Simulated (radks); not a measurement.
The numbers below are computed, except where a source is named.
The bromine anion Br-, [Kr], held by a Watson sphere: a shell of charge +1 at radius R that stands for the Madelung well of a crystal (potential energy -1/R inside, -1/r outside, in hartree with lengths in bohr). Level of theory: scalar-relativistic Kohn-Sham, LDA (Slater exchange, VWN5 correlation), spin-polarised, spherical densities, finite nucleus; Fermi nuclear charge, rms radius of each element as measured or else 0.836 A^(1/3) + 0.57 fm (a radial shooting solver on a logarithmic mesh with Libxc functionals). Response by self-consistent Sternheimer equations with the Hartree and adiabatic LDA kernel, the relativistic mass of each level held fixed and spin-orbit coupling left out. The sphere does not respond.

R (bohr)  e(3d) (eV)  e(4s) (eV)  e(4p) (eV)  <r> 4p (bohr)  sum of <r^2> (bohr^2)  X-ray form factor at sin(theta)/lambda = 0.2 1/angstrom  alpha (bohr^3)
2.24         -65.830     -20.464      -8.457          2.125                  46.05                                                   27.896           24.55
2.87         -65.216     -19.441      -7.633          2.195                  48.56                                                   27.793           29.74
3.56         -64.527     -18.494      -6.738          2.248                  50.61                                                   27.749           35.81
4.14         -63.955     -17.819      -6.066          2.276                  51.84                                                   27.738           40.66
4.75         -63.400     -17.210      -5.451          2.296                  52.76                                                   27.734           45.21
